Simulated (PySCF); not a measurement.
C$_{3}$H$_{7}$Si (SMILES [CH]1CC[SiH2]1), doublet, geometry from GFN2-xTB; PySCF with M062X/6-31G.

Input for PySCF:
```python
from pyscf import gto, scf, dft

mol = gto.Mole()
mol.atom = '''
    C     0.530874    1.100688    0.007315
    C    -0.901087    0.995951    0.391665
    C    -1.068987   -0.527290    0.223566
    Si    0.767637   -0.708547   -0.313922
    H     1.088940    2.022749   -0.018150
    H    -1.559560    1.581716   -0.259615
    H    -1.093596    1.345867    1.412141
    H    -1.348812   -1.024440    1.148799
    H    -1.814736   -0.788611   -0.522816
    H     1.626671   -1.478142    0.592870
    H     0.989372   -1.155571   -1.693593
'''
mol.basis = '6-31g'
mol.charge = 0
mol.spin = 1
mol.verbose = 4
mol.build()

mf = dft.UKS(mol)
mf.xc = 'm062x'
mf.diis_space = 12
mf.kernel()
```

The log (banner, timings and long lists left out):

```
PySCF version 2.14.0

[INPUT] verbose = 4
[INPUT] num. atoms = 11
[INPUT] num. electrons = 39
[INPUT] charge = 0
[INPUT] spin (= nelec alpha-beta = 2S) = 1
[INPUT] symmetry False subgroup None
[INPUT] Mole.unit = angstrom
[INPUT] Symbol           X                Y                Z      unit          X                Y                Z       unit  Magmom
[INPUT]  1 C      0.530874000000   1.100688000000   0.007315000000 AA    1.003206466652   2.079998868595   0.013823346601 Bohr   0.0
[INPUT]  2 C     -0.901087000000   0.995951000000   0.391665000000 AA   -1.702807644406   1.882074623487   0.740139582578 Bohr   0.0
[INPUT]  3 C     -1.068987000000  -0.527290000000   0.223566000000 AA   -2.020092660720  -0.996433688222   0.422478510765 Bohr   0.0
[INPUT]  4 Si     0.767637000000  -0.708547000000  -0.313922000000 AA    1.450623693083  -1.338959776382  -0.593226604476 Bohr   0.0
[INPUT]  5 H      1.088940000000   2.022749000000  -0.018150000000 AA    2.057798366084   3.822441628738  -0.034298529161 Bohr   0.0
[INPUT]  6 H     -1.559560000000   1.581716000000  -0.259615000000 AA   -2.947141274827   2.989010046843  -0.490601247829 Bohr   0.0
[INPUT]  7 H     -1.093596000000   1.345867000000   1.412141000000 AA   -2.066596930920   2.543320030090   2.668559739269 Bohr   0.0
[INPUT]  8 H     -1.348812000000  -1.024440000000   1.148799000000 AA   -2.548885273527  -1.935911031049   2.170915482174 Bohr   0.0
[INPUT]  9 H     -1.814736000000  -0.788611000000  -0.522816000000 AA   -3.429354028389  -1.490258808819  -0.987979053541 Bohr   0.0
[INPUT] 10 H      1.626671000000  -1.478142000000   0.592870000000 AA    3.073962684772  -2.793283553217   1.120361927471 Bohr   0.0
[INPUT] 11 H      0.989372000000  -1.155571000000  -1.693593000000 AA    1.869642115313  -2.183712707490  -3.200426936481 Bohr   0.0

nuclear repulsion = 159.099785334843
number of shells = 36
number of NR pGTOs = 140
number of NR cGTOs = 54
basis = 6-31g
ecp = {}

******** <class 'pyscf.dft.uks.UKS'> ********
method = UKS
initial guess = minao
damping factor = 0
level_shift factor = 0
DIIS = <class 'pyscf.scf.diis.CDIIS'>
diis_start_cycle = 1
diis_space = 12
diis_damp = 0
SCF conv_tol = 1e-09
SCF conv_tol_grad = None
SCF max_cycles = 50
direct_scf = True
direct_scf_tol = 1e-13
number electrons alpha = 20  beta = 19
XC library pyscf.dft.libxc version 7.1.2
    S. Lehtola, C. Steigemann, M. J. T. Oliveira, and M. A. L. Marques,  SoftwareX 7, 1–5 (2018)
XC functionals = m062x
    Y. Zhao and D. G. Truhlar,  Theor. Chem. Acc. 120, 215 (2008)
    Y. Zhao and D. G. Truhlar,  Theor. Chem. Acc. 120, 215 (2008)
radial grids:
    Treutler-Ahlrichs [JCP 102, 346 (1995); DOI:10.1063/1.469408] (M4) radial grids

becke partition: Becke, JCP 88, 2547 (1988); DOI:10.1063/1.454033
pruning grids: <function nwchem_prune>
grids dens level: 3
symmetrized grids: False
atomic radii adjust function: <function treutler_atomic_radii_adjust>
small_rho_cutoff = 0
Set gradient conv threshold to 3.16228e-05
tot grids = 130192
init E= -408.277747938554

cycle= 1 E= -407.736792381495  delta_E= 0.541  |g|= 0.183  |ddm|= 2.07
cycle= 2 E= -407.747322851037  delta_E= -0.0105  |g|= 0.158  |ddm|= 0.372
cycle= 3 E= -407.761943220482  delta_E= -0.0146  |g|= 0.0217  |ddm|= 0.198
cycle= 4 E= -407.762478779556  delta_E= -0.000536  |g|= 0.005  |ddm|= 0.0437
cycle= 5 E= -407.762516885305  delta_E= -3.81e-05  |g|= 0.00246  |ddm|= 0.0135
cycle= 6 E= -407.762524387883  delta_E= -7.5e-06  |g|= 0.000957  |ddm|= 0.00669
cycle= 7 E= -407.762525226533  delta_E= -8.39e-07  |g|= 0.000274  |ddm|= 0.00187
cycle= 8 E= -407.762525317196  delta_E= -9.07e-08  |g|= 4.95e-05  |ddm|= 0.00073
cycle= 9 E= -407.762525322632  delta_E= -5.44e-09  |g|= 1.22e-05  |ddm|= 0.000181
cycle= 10 E= -407.762525322982  delta_E= -3.5e-10  |g|= 5.65e-06  |ddm|= 4.64e-05
Extra cycle  E= -407.762525323005  delta_E= -2.34e-11  |g|= 4.42e-06  |ddm|= 1.16e-05
converged SCF energy = -407.762525323005  <S^2> = 0.75504152  2S+1 = 2.0050352
```
